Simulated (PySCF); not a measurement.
SMILES Cl[Si](Cl)(Cl)/C=C\[Si](Cl)(Cl)Cl (C2H2Cl6Si2) (GFN2-xTB optimised geometry):

```
12

Cl    -3.929    -1.940     2.752
Si    -2.446    -0.971     1.781
Cl    -2.310     0.916     2.482
Cl    -2.868    -0.946    -0.191
C     -0.854    -1.917     2.180
C      0.321    -1.905     1.551
Si     0.848    -0.954     0.000
Cl     2.868    -0.954     0.000
Cl     0.183    -1.913    -1.646
Cl     0.197     0.954     0.000
H     -0.934    -2.550     3.058
H      1.107    -2.527     1.967
```

Calculation: PBE/def2-TZVP (PySCF).

Q: What are the frontier orbital energies and the dipole moment?

A: HOMO-2 -7.90 eV, HOMO-1 -7.63 eV, HOMO -7.56 eV, LUMO -2.91 eV, LUMO+1 -1.00 eV; dipole moment 1.56 D.

Meta-Löwdin charges at PBE/def2-TZVP: Cl1 -0.25, Si2 0.90, Cl3 -0.24, Cl4 -0.23, C5 -0.33, C6 -0.33, Si7 0.90, Cl8 -0.25, Cl9 -0.24, Cl10 -0.23, H11 0.15, H12 0.14.
